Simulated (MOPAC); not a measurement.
Input for MOPAC: AM1 on CH6GeO2 (SMILES [CH3][GeH]([OH])[OH]), a point of a torsion scan.

```
AM1 1SCF PRECISE CHARGE=0 THREADS=1
CH6GeO2

C     -1.31444121 1    -0.57385181 1    -0.17348170 1
Ge     0.32150902 1     0.24064308 1     0.58126253 1
O      0.76244636 1     1.75434160 1    -0.20378054 1
O     -0.02756891 1     0.76473123 1     2.19822089 1
H     -1.12327993 1    -1.56225295 1    -0.57924470 1
H     -1.73101653 1     0.05238739 1    -0.95687728 1
H     -2.04978892 1    -0.66717783 1     0.61904345 1
H      1.55926026 1    -0.64011612 1     0.60937873 1
H      0.95780414 1     1.72584634 1    -1.13616222 1
H      0.34772830 1     1.61438866 1     2.42202738 1
```

Output:

```
*******************************************************************************
 **                                                                           **
 **                              MOPAC v23.2.5                                **
 **                                                                           **
 *******************************************************************************
 ** MOPAC's Digital Object Identifier: https://doi.org/10.5281/zenodo.6511958 **
 **                                                                           **
 ** Please cite the open-source release paper for use of this MOPAC version:  **
 ** J. E. Moussa and J. J. P. Stewart (2026)                                  **
 ** MOPAC: An open-source semiempirical molecular orbital program             **
 ** J. Open Source Softw., 11(119), 8025, https://doi.org/10.21105/joss.08025 **
 *******************************************************************************

                              AM1 CALCULATION RESULTS

 *******************************************************************************
 *  AM1        - The AM1 Hamiltonian to be used
 *
 *
 *
 *                 CHARGE ON SYSTEM = 0
 *
 *
 *
 *  PRECISE    - TIGHTER CRITERIA TO BE USED
 *  1SCF       - DO 1 SCF AND THEN STOP
 *  THREADS=1  - MULTI-THREADING NOT USED
 *  T=         - A TIME OF 172800.0 SECONDS REQUESTED
 *  DUMP=N     - RESTART FILE WRITTEN EVERY 7200.0 SECONDS REQUESTED
 *******************************************************************************
AM1 1SCF PRECISE CHARGE=0 THREADS=1
 CH6GeO2

   ATOM   CHEMICAL          X               Y               Z
  NUMBER   SYMBOL      (ANGSTROMS)     (ANGSTROMS)     (ANGSTROMS)

     1       C         -1.31444121  *  -0.57385181  *  -0.17348170  *
     2      Ge          0.32150902  *   0.24064308  *   0.58126253  *
     3       O          0.76244636  *   1.75434160  *  -0.20378054  *
     4       O         -0.02756891  *   0.76473123  *   2.19822089  *
     5       H         -1.12327993  *  -1.56225295  *  -0.57924470  *
     6       H         -1.73101653  *   0.05238739  *  -0.95687728  *
     7       H         -2.04978892  *  -0.66717783  *   0.61904345  *
     8       H          1.55926026  *  -0.64011612  *   0.60937873  *
     9       H          0.95780414  *   1.72584634  *  -1.13616222  *
    10       H          0.34772830  *   1.61438866  *   2.42202738  *



          CARTESIAN COORDINATES

    NO.       ATOM           X           Y           Z

     1         C         -1.3144     -0.5739     -0.1735
     2        Ge          0.3215      0.2406      0.5813
     3         O          0.7624      1.7543     -0.2038
     4         O         -0.0276      0.7647      2.1982
     5         H         -1.1233     -1.5623     -0.5792
     6         H         -1.7310      0.0524     -0.9569
     7         H         -2.0498     -0.6672      0.6190
     8         H          1.5593     -0.6401      0.6094
     9         H          0.9578      1.7258     -1.1362
    10         H          0.3477      1.6144      2.4220

  H: (AM1): M.J.S. DEWAR ET AL, J. AM. CHEM. SOC. 107 3902-3909 (1985)
  C: (AM1): M.J.S. DEWAR ET AL, J. AM. CHEM. SOC. 107 3902-3909 (1985)
  O: (AM1): M.J.S. DEWAR ET AL, J. AM. CHEM. SOC. 107 3902-3909 (1985)
 Ge: (AM1): M.J.S.Dewar and C.Jie, Organometallics, 8, 1544, (1989)

           Empirical Formula: C H6 O2 Ge  =    10 atoms



      MOLECULAR POINT GROUP   :   C1


      RHF CALCULATION, NO. OF DOUBLY OCCUPIED LEVELS = 13


 -------------------------------------------------------------------------------
 AM1 1SCF PRECISE CHARGE=0 THREADS=1
 CH6GeO2



     1SCF WAS SPECIFIED, SO BFGS WAS NOT USED
     SCF FIELD WAS ACHIEVED


                              AM1 CALCULATION
                                                       MOPAC v23.2.5 Linux




          FINAL HEAT OF FORMATION =       -120.73649 KCAL/MOL =    -505.16147 KJ/MOL


          COSMO AREA              =        114.18 SQUARE ANGSTROMS
          COSMO VOLUME            =        101.86 CUBIC ANGSTROMS

          IONIZATION POTENTIAL    =         10.719314 EV
          HOMO LUMO ENERGIES (EV) =        -10.719  1.134
          NO. OF FILLED LEVELS    =         13
          MOLECULAR WEIGHT        =        122.6472         POINT GROUP:  C1

          MOLECULAR DIMENSIONS (Angstroms)

            Atom       Atom       Distance
            H    10    H     5     4.61113
            H     7    H     9     3.96294
            H     6    H     8     3.25420


          SCF CALCULATIONS        =          1





   ATOM   CHEMICAL          X               Y               Z
  NUMBER   SYMBOL      (ANGSTROMS)     (ANGSTROMS)     (ANGSTROMS)

     1       C         -1.31444121  *  -0.57385181  *  -0.17348170  *
     2      Ge          0.32150902  *   0.24064308  *   0.58126253  *
     3       O          0.76244636  *   1.75434160  *  -0.20378054  *
     4       O         -0.02756891  *   0.76473123  *   2.19822089  *
     5       H         -1.12327993  *  -1.56225295  *  -0.57924470  *
     6       H         -1.73101653  *   0.05238739  *  -0.95687728  *
     7       H         -2.04978892  *  -0.66717783  *   0.61904345  *
     8       H          1.55926026  *  -0.64011612  *   0.60937873  *
     9       H          0.95780414  *   1.72584634  *  -1.13616222  *
    10       H          0.34772830  *   1.61438866  *   2.42202738  *

                             CARTESIAN COORDINATES

   1    C       -1.314441210    -0.573851810    -0.173481700
   2   Ge        0.321509020     0.240643080     0.581262530
   3    O        0.762446360     1.754341600    -0.203780540
   4    O       -0.027568910     0.764731230     2.198220890
   5    H       -1.123279930    -1.562252950    -0.579244700
   6    H       -1.731016530     0.052387390    -0.956877280
   7    H       -2.049788920    -0.667177830     0.619043450
   8    H        1.559260260    -0.640116120     0.609378730
   9    H        0.957804140     1.725846340    -1.136162220
  10    H        0.347728300     1.614388660     2.422027380


           Empirical Formula: C H6 O2 Ge  =    10 atoms



      MOLECULAR POINT GROUP   :   C1


                  EIGENVALUES
 -36.23650 -34.99803 -28.86659 -17.82133 -17.31463 -14.43899 -13.90223 -13.61904
 -13.37955 -13.08142 -12.61433 -12.23990 -10.71931   1.13412   1.24643   1.33849
   1.57126   4.52401   4.57258   5.32048   5.82310   6.06891


              NET ATOMIC CHARGES AND DIPOLE CONTRIBUTIONS

  ATOM NO.   TYPE          CHARGE      No. of ELECS.   s-Pop       p-Pop
    1          C          -0.560523        4.5605     1.26360     3.29692
    2         Ge           1.358843        2.6412     0.76942     1.87174
    3          O          -0.663206        6.6632     1.85642     4.80679
    4          O          -0.632201        6.6322     1.85840     4.77380
    5          H           0.081386        0.9186     0.91861
    6          H           0.080671        0.9193     0.91933
    7          H           0.094219        0.9058     0.90578
    8          H          -0.217231        1.2172     1.21723
    9          H           0.226598        0.7734     0.77340
   10          H           0.231443        0.7686     0.76856
 DIPOLE           X         Y         Z       TOTAL
 POINT-CHG.     1.057    -1.346    -1.262     2.127
 HYBRID        -0.330     0.643    -0.634     0.962
 SUM            0.727    -0.703    -1.896     2.149


          ATOMIC ORBITAL ELECTRON POPULATIONS

     Atom    s        px        py        pz
    1  C   1.26360   1.16748   1.06400   1.06544
    2 Ge   0.76942   0.69402   0.59552   0.58220
    3  O   1.85642   1.91379   1.60089   1.29211
    4  O   1.85840   1.81860   1.41680   1.53840
    5  H   0.91861
    6  H   0.91933
    7  H   0.90578
    8  H   1.21723
    9  H   0.77340
   10  H   0.76856

 **********************
 *                    *
 * JOB ENDED NORMALLY *
 *                    *
 **********************




 == MOPAC DONE ==
```

The run finished.

Cost: roughly 0.03 core-seconds.
